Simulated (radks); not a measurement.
Er+, 67 electrons, occupied as [Xe] 4f12 6d1 (not the ground configuration).

All-electron calculation, scalar-relativistic Kohn-Sham, r2SCAN, spin-polarised, spherical densities, finite nucleus; open shells are filled with parallel spins first (spin-orbit coupling, left out, can overturn this in heavy ions); meta-GGA in the generalised Kohn-Sham scheme; Fermi nuclear charge, rms radius 5.2516 fm. Program: a radial shooting solver on a logarithmic mesh with Libxc functionals.

Energy parts (eV):
total: -356085.92
kinetic: 386005.12
electron-nucleus: -873223.66
Hartree: 138695.47
exchange-correlation: -7562.85

Orbitals (lengths in bohr, moments of r in powers of bohr; r(90%) holds 90 % of the orbital's charge):
| orbital | occ. | eigenvalue (eV) | <r> | r(90%) | <r^2> |
|---|---|---|---|---|---|
| 1s up | 1 | -57454.25 | 0.02037 | 0.0369 | 0.0005681 |
| 1s down | 1 | -57454.25 | 0.02037 | 0.0369 | 0.0005681 |
| 2s up | 1 | -9683.552 | 0.08644 | 0.134 | 0.008833 |
| 2s down | 1 | -9683.544 | 0.08644 | 0.134 | 0.008833 |
| 2p up | 3 | -8562.842 | 0.07672 | 0.125 | 0.007189 |
| 2p down | 3 | -8562.830 | 0.07672 | 0.125 | 0.007189 |
| 3s up | 1 | -2186.485 | 0.2251 | 0.330 | 0.05790 |
| 3s down | 1 | -2185.372 | 0.2250 | 0.330 | 0.05786 |
| 3p up | 3 | -1843.844 | 0.2243 | 0.336 | 0.05834 |
| 3p down | 3 | -1842.731 | 0.2243 | 0.335 | 0.05830 |
| 3d up | 5 | -1414.518 | 0.2039 | 0.317 | 0.04877 |
| 3d down | 5 | -1413.661 | 0.2038 | 0.317 | 0.04872 |
| 4s up | 1 | -444.8380 | 0.5084 | 0.730 | 0.2917 |
| 4s down | 1 | -442.4743 | 0.5084 | 0.730 | 0.2917 |
| 4p up | 3 | -331.6439 | 0.5391 | 0.784 | 0.3306 |
| 4p down | 3 | -329.2970 | 0.5392 | 0.784 | 0.3307 |
| 4d up | 5 | -179.3399 | 0.5840 | 0.878 | 0.3960 |
| 4d down | 5 | -176.9990 | 0.5844 | 0.878 | 0.3966 |
| 4f up | 7 | -13.8800 | 0.8093 | 1.41 | 0.8883 |
| 4f down | 5 | -11.8193 | 0.8312 | 1.47 | 0.9545 |
| 5s up | 1 | -63.9811 | 1.253 | 1.81 | 1.768 |
| 5s down | 1 | -62.8953 | 1.261 | 1.83 | 1.792 |
| 5p up | 3 | -37.7470 | 1.477 | 2.17 | 2.479 |
| 5p down | 3 | -37.0059 | 1.489 | 2.19 | 2.520 |
| 6d up | 1 | -3.4697 | 7.573 | 10.8 | 64.34 |

The highest occupied level is 6d up at -3.470 eV. The density falls to 0.001 e/bohr^3 at r = 3.33 bohr.
